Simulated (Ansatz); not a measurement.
Start from `N#[C][GaH][F]` and change one element to get `N#CBF`.

Ansatz, PBE0-D4/def2-TZVP geometries, multiplicity 1. 

Scalar relativity is left out up to krypton.

| property | `N#[C][GaH][F]` |
| --- | --- |
| HOMO energy (PBE0/def2-TZVPP) / eV | -10.13 |
| size of the dipole moment (PBE/def2-TZVPP) / D | 3.16 |
| HOMO energy (PBE/def2-TZVPP) / eV | -8.50 |
| LUMO energy (PBE/def2-TZVPP) / eV | -3.38 |
| LUMO energy (ωB97M-V/def2-TZVPP) / eV | -0.74 |
| zero-point energy (PBE0-D4/def2-TZVP) / kJ/mol | 43.9 |

(1) Give the same properties after the change, and the shifts. (An estimate is asked.)

Results:

(1) The calculation gave: 
```tsv
property	`N#CBF`	shift
HOMO energy (PBE0/def2-TZVPP) / eV	-10.36	-0.23
size of the dipole moment (PBE/def2-TZVPP) / D	2.32	-0.84
HOMO energy (PBE/def2-TZVPP) / eV	-8.82	-0.32
LUMO energy (PBE/def2-TZVPP) / eV	-3.76	-0.38
LUMO energy (ωB97M-V/def2-TZVPP) / eV	-0.61	0.13
zero-point energy (PBE0-D4/def2-TZVP) / kJ/mol	61.7	17.8
```

Dipoles are sizes alone; their direction can turn.
